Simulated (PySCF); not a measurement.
SMILES CC(C)(C)CC(F)(F)F, singlet (GFN2-xTB optimised geometry):

```
20

C      1.372    -0.066     0.000
C     -0.157    -0.066     0.000
C     -0.663    -0.775     1.261
C     -0.678     1.374     0.000
C     -0.714    -0.845    -1.212
C     -0.082    -0.561    -2.560
F      0.047     0.738    -2.863
F     -0.830    -1.095    -3.547
F      1.138    -1.103    -2.699
H      1.761    -1.079    -0.078
H      1.766     0.519    -0.827
H      1.740     0.372     0.925
H     -0.352    -0.229     2.147
H     -1.749    -0.835     1.260
H     -0.262    -1.784     1.325
H     -0.345     1.918    -0.878
H     -1.766     1.388     0.024
H     -0.312     1.896     0.880
H     -1.782    -0.642    -1.318
H     -0.585    -1.918    -1.052
```

Level of theory: B3LYP/def2-SVP (PySCF).

### Question
What are the frontier orbital energies and the dipole moment?

### Answer
HOMO-2 -9.27 eV, HOMO-1 -9.16 eV, HOMO -9.03 eV, LUMO 1.11 eV, LUMO+1 2.28 eV; dipole moment 2.26 D.

Meta-Löwdin charges at B3LYP/def2-SVP: C1 -0.29, C2 0.08, C3 -0.28, C4 -0.29, C5 -0.20, C6 0.75, F7 -0.27, F8 -0.28, F9 -0.27, H10 0.09, H11 0.10, H12 0.09, H13 0.09, H14 0.09, H15 0.09, H16 0.10, H17 0.09, H18 0.09, H19 0.11, H20 0.11.
